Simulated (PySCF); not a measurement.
Stepwise substitution at one centre (Ge OH-OCH3). Isolated molecules, 0 K electronic values unless said otherwise. One relaxed conformer stands for each flexible species; it need not be the lowest. Strings in code marks are SMILES.

Computed with PBE0-D3(BJ)/def2-TZVP // PBE0-D3(BJ)/def2-SVP (PySCF). All candidates: neutral, multiplicity 1. Delta-SCF ions had no search for a lower state. 

- HOMO–LUMO gap = 8.10 eV
- LUMO = -0.17 eV
- vertical ionisation energy (Delta-SCF) = 10.49 eV

Identify which member has these values.
A) `C[O][Ge]([OH])([OH])[O]C`
B) `C[O][Ge]([OH])([OH])[OH]`
C) `[OH][Ge]([OH])([OH])[OH]`

B, `C[O][Ge]([OH])([OH])[OH]`. The others give `[OH][Ge]([OH])([OH])[OH]`: 8.93 eV, -0.28 eV, 11.38 eV; `C[O][Ge]([OH])([OH])[O]C`: 8.10 eV, -0.05 eV, 10.07 eV
